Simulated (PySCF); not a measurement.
PySCF run on Pb⁻

Input:

```python
from pyscf import gto, scf, mp

mol = gto.M(
    atom='Pb 0 0 0',
    basis='x2c-svpall',
    charge=-1,
    spin=3,
    symmetry=True,
    verbose=4,
)
mf = scf.UHF(mol)
mf = mf.sfx2c1e()
mf.kernel()
mp.MP2(mf, frozen=34).kernel()
mf.dip_moment()
print('orbital energies (hartree):', [e[max(0, n-3):n+3].round(4) for e, n in zip(mf.mo_energy, mol.nelec)])
```

```bash
$ OMP_NUM_THREADS=1 python input.py
```

The log (some set-up lines and the per-cycle HOMO/LUMO lines with their warnings removed):

```
PySCF version 2.14.0

[INPUT] Symbol           X                Y                Z      unit          X                Y                Z       unit  Magmom
[INPUT]  1 Pb     0.000000000000   0.000000000000   0.000000000000 AA    0.000000000000   0.000000000000   0.000000000000 Bohr   0.0

nuclear repulsion = 0
point group symmetry = SO3
symmetry origin: [0. 0. 0.]
symmetry axis x: [1. 0. 0.]
symmetry axis y: [0. 1. 0.]
symmetry axis z: [0. 0. 1.]
num. orbitals of irrep s+0 = 7
num. orbitals of irrep p-1 = 7
num. orbitals of irrep p+0 = 7
num. orbitals of irrep p+1 = 7
num. orbitals of irrep d-2 = 4
num. orbitals of irrep d-1 = 4
num. orbitals of irrep d+0 = 4
num. orbitals of irrep d+1 = 4
num. orbitals of irrep d+2 = 4
num. orbitals of irrep f-3 = 2
num. orbitals of irrep f-2 = 2
num. orbitals of irrep f-1 = 2
num. orbitals of irrep f+0 = 2
num. orbitals of irrep f+1 = 2
num. orbitals of irrep f+2 = 2
num. orbitals of irrep f+3 = 2
number of shells = 4
number of NR pGTOs = 182
number of NR cGTOs = 62
basis = x2c-svpall
ecp = {}

******** <class 'pyscf.x2c.sfx2c1e.sfX2C1eSymAdaptedUHF'> ********
method = sfX2C1eSymAdaptedUHF
initial guess = minao
damping factor = 0
level_shift factor = 0
DIIS = <class 'pyscf.scf.diis.CDIIS'>
SCF conv_tol = 1e-09
SCF max_cycles = 50
number electrons alpha = 43  beta = 40

******** <class 'pyscf.x2c.sfx2c1e.SpinFreeX2CHelper'> ********
approx = 1e
xuncontract = 1
Freeze 0 electrons in irreps []
    83 free electrons in irreps s+0 p-1 p+0 p+1 d-2 d-1 d+0 d+1 d+2 f-3 f-2 f-1 f+0 f+1 f+2 f+3
init E= -20882.4289154237

cycle= 1 E= -20882.9539418327  delta_E= -0.525  |g|= 0.092  |ddm|= 1.08
cycle= 2 E= -20882.9615112575  delta_E= -0.00757  |g|= 0.0404  |ddm|= 0.411
cycle= 3 E= -20882.9622261123  delta_E= -0.000715  |g|= 0.0104  |ddm|= 0.079
cycle= 4 E= -20882.9623410946  delta_E= -0.000115  |g|= 0.00175  |ddm|= 0.0558
cycle= 5 E= -20882.9623436608  delta_E= -2.57e-06  |g|= 0.000257  |ddm|= 0.00889
cycle= 6 E= -20882.9623437888  delta_E= -1.28e-07  |g|= 7.24e-05  |ddm|= 0.00223
cycle= 7 E= -20882.9623438003  delta_E= -1.15e-08  |g|= 6.45e-06  |ddm|= 0.000788
cycle= 8 E= -20882.9623438004  delta_E= -8.37e-11  |g|= 7.33e-07  |ddm|= 3.76e-05
Extra cycle  E= -20882.9623438004  delta_E= 1.82e-11  |g|= 2.08e-07  |ddm|= 1.87e-06
converged SCF energy = -20882.9623438004  <S^2> = 3.7609834  2S+1 = 4.0054879

******** <class 'pyscf.mp.ump2.UMP2'> ********
nocc = (np.int64(9), np.int64(6)), nmo = (28, 28)
frozen orbitals 34
E(UMP2) = -20883.2579343686  E_corr = -0.295590568149623
E(SCS-UMP2) = -20883.2210711206  E_corr = -0.258727320234061
E_corr(same-spin) = -0.110747724860177
E_corr(oppo-spin) = -0.184842843289446
Dipole moment(X, Y, Z, Debye): -0.00000,  0.00000, -0.00000
orbital energies (hartree): [array([-0.0353, -0.0353, -0.0353,  0.4725,  0.6214,  0.6214]), array([-0.8097, -0.8097, -0.2423,  0.274 ,  0.274 ,  0.274 ])]
```

In short: E(SCF) = -20882.962344 Eh, 8 cycles, E(MP2) − E(SCF) = -0.29559 Eh, ⟨S²⟩ = 3.761.

Hardware: Arm Neoverse V2, 1 thread, shared host. Wall time 3.6 s, peak memory 0.15 GiB.

The basis has no diffuse functions, which an anion needs. No search for the lowest solution was made.
